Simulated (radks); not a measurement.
The numbers below are computed, except where a source is named.
Ionisation of V, [Ar] 3d3 4s2, to V+, [Ar] 3d4, under several functionals. Scalar-relativistic Kohn-Sham, spin-polarised, spherical densities, point nucleus; open shells are filled with parallel spins first; a radial shooting solver on a logarithmic mesh with Libxc functionals.

| functional | E(V) (hartree) | Exc (hartree) | IE (eV) | -e(HOMO) (eV) | <r> HOMO (bohr) | IE error (eV) |
|---|---|---|---|---|---|---|
| XLYP | -949.55431 | -45.69036 | 6.316 | 4.264 | 3.461 | -0.430 |
| BP86 | -949.43462 | -45.56669 | 6.193 | 4.432 | 3.467 | -0.553 |
| RPBE | -949.25347 | -45.38523 | 5.909 | 4.233 | 3.517 | -0.837 |
| PBEsol | -948.05197 | -44.15471 | 5.897 | 4.282 | 3.481 | -0.850 |
| LDA (Slater exchange, VWN5 correlation) | -947.13267 | -43.21638 | 6.238 | 4.426 | 3.450 | -0.508 |
| exchange-only LDA | -945.26161 | -41.29703 | 5.304 | 3.380 | 3.628 | -1.443 |
| BLYP | -949.35026 | -45.48187 | 6.244 | 4.240 | 3.458 | -0.502 |
| OLYP | -949.45686 | -45.63407 | 5.625 | 4.047 | 3.560 | -1.122 |

NIST Atomic Spectra Database: 6.746 eV (measured). Closest: XLYP. The Delta-SCF values span 1.01 eV, the total energies 4.29 hartree. The highest occupied level is 4s. Open shells are spherical and high-spin; term and fine-structure splittings are not resolved.
